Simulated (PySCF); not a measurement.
# TDDFT excited states: CH5BrGe

Species: GeH2MeBr, CH5BrGe.
Z-matrix (Å and degrees, PBE0-D3(BJ)/def2-SVP geometry), rows numbered from 1:
```
Ge
H   1  1.5380
H   1  1.5379  2  110.80
C   1  1.9406  2  112.71  3  -127.35
H   4  1.1003  1  110.19  2    63.90
H   4  1.0988  1  109.78  2   -56.32
H   4  1.0989  1  109.72  2  -175.93
Br  1  2.3187  2  106.45  3   115.25
```

The calculation used PySCF, TDDFT B3LYP/def2-SVPD, vertical, gas phase, core orbitals frozen in the response. Relativistic effects, spin–orbit coupling among them, are left out although an element past zinc is present.

```json
{"state": "S1", "E (eV)": "5.99", "E (hartree)": "0.2201", "f": "0.016", "|μ| (D)": "0.84", "symmetry": "A′", "main configurations (H = HOMO, L = LUMO)": "H→L (98%)"}
{"state": "S2", "E (eV)": "6.00", "E (hartree)": "0.2204", "f": "0.016", "|μ| (D)": "0.85", "symmetry": "A″", "main configurations (H = HOMO, L = LUMO)": "H-1→L (98%)"}
{"state": "S3", "E (eV)": "7.02", "E (hartree)": "0.2580", "f": "0.0051", "|μ| (D)": "0.44", "symmetry": "A″", "main configurations (H = HOMO, L = LUMO)": "H-1→L+1 (96%)"}
{"state": "S4", "E (eV)": "7.02", "E (hartree)": "0.2581", "f": "0.029", "|μ| (D)": "1.04", "symmetry": "A′", "main configurations (H = HOMO, L = LUMO)": "H→L+1 (93%)"}
{"state": "S5", "E (eV)": "7.31", "E (hartree)": "0.2687", "f": "0.0001", "|μ| (D)": "0.04", "symmetry": "–", "main configurations (H = HOMO, L = LUMO)": "H-1→L+2 (96%)"}
{"state": "S6", "E (eV)": "7.35", "E (hartree)": "0.2702", "f": "0.021", "|μ| (D)": "0.86", "symmetry": "A′", "main configurations (H = HOMO, L = LUMO)": "H→L+2 (88%)"}
{"state": "S7", "E (eV)": "7.79", "E (hartree)": "0.2862", "f": "0.0057", "|μ| (D)": "0.44", "symmetry": "A′", "main configurations (H = HOMO, L = LUMO)": "H-3→L (55%), H-2→L (38%)"}
{"state": "S8", "E (eV)": "7.99", "E (hartree)": "0.2937", "f": "0.0000", "|μ| (D)": "0.01", "symmetry": "–", "main configurations (H = HOMO, L = LUMO)": "H-4→L (59%), H-1→L+3 (39%)"}
{"state": "S9", "E (eV)": "8.05", "E (hartree)": "0.2957", "f": "0.085", "|μ| (D)": "1.67", "symmetry": "A′", "main configurations (H = HOMO, L = LUMO)": "H→L+3 (62%), H-2→L (17%)"}
{"state": "S10", "E (eV)": "8.09", "E (hartree)": "0.2974", "f": "0.0085", "|μ| (D)": "0.53", "symmetry": "A″", "main configurations (H = HOMO, L = LUMO)": "H→L+4 (42%), H-4→L (26%), H-1→L+3 (24%)"}
{"state": "S11", "E (eV)": "8.11", "E (hartree)": "0.2980", "f": "0.017", "|μ| (D)": "0.73", "symmetry": "A′", "main configurations (H = HOMO, L = LUMO)": "H-1→L+4 (39%), H→L+3 (29%), H-3→L (13%)"}
{"state": "S12", "E (eV)": "8.15", "E (hartree)": "0.2995", "f": "0.028", "|μ| (D)": "0.94", "symmetry": "A″", "main configurations (H = HOMO, L = LUMO)": "H→L+4 (50%), H-1→L+3 (31%), H-4→L (12%)"}
{"state": "S13", "E (eV)": "8.30", "E (hartree)": "0.3050", "f": "0.276", "|μ| (D)": "2.96", "symmetry": "A′", "main configurations (H = HOMO, L = LUMO)": "H-1→L+4 (48%), H-3→L (13%), H-1→L+5 (13%)"}
{"state": "S14", "E (eV)": "8.52", "E (hartree)": "0.3129", "f": "0.0035", "|μ| (D)": "0.33", "symmetry": "A″", "main configurations (H = HOMO, L = LUMO)": "H→L+5 (90%)"}
{"state": "S15", "E (eV)": "8.56", "E (hartree)": "0.3147", "f": "0.0078", "|μ| (D)": "0.49", "symmetry": "A″", "main configurations (H = HOMO, L = LUMO)": "H-1→L+6 (89%)"}
```

Triplets (Tamm–Dancoff): T1 5.57 eV, H-1→L (97%); T2 5.58 eV, H→L (97%); T3 6.85 eV, H-1→L+1 (86%), H-1→L+2 (9%); T4 6.88 eV, H→L+1 (91%).

The lowest singlet comes at 207 nm (578 kJ/mol) in the ultraviolet; it is weak; its leading configuration is HOMO→LUMO (98%). The most intense listed level is S13 at 8.30 eV (149 nm, f = 0.276), 2.31 eV above S1. S1/S2 and S3/S4 lie within about 0.01 eV of each other in each set. Löwdin shares by element: HOMO (one of a set within 0.03 eV) bromine 80%, germanium 9%, carbon 7%; LUMO bromine 37%, germanium 33%, hydrogen 20% or more. The listed states span 2.57 eV, and the widest gap between neighbours is 1.02 eV (S2 to S3). Orbital energies (eV): HOMO-3 -9.63, HOMO-2 -9.48, HOMO-1 -7.83, HOMO -7.82, LUMO -0.76, LUMO+1 0.07, LUMO+2 0.33. Weighted by f, the mean energy of these states is 7.97 eV. No computed singlet lies in the visible range (380 to 750 nm); the lowest, at 207 nm, stands 2.73 eV above its violet end (3.26 eV). All these states lie below the vertical ionisation energy of 10.25 eV (ΔSCF). Symmetry labels in Cs follow from the direction of the transition dipole and are given only for states with f of 0.002 or more. Only the lowest 15 singlets were computed, as vertical energies without vibronic structure.

On an x86-64 server with one thread, no GPU (shared host), this took 53 s wall (grids of density and orbitals included).
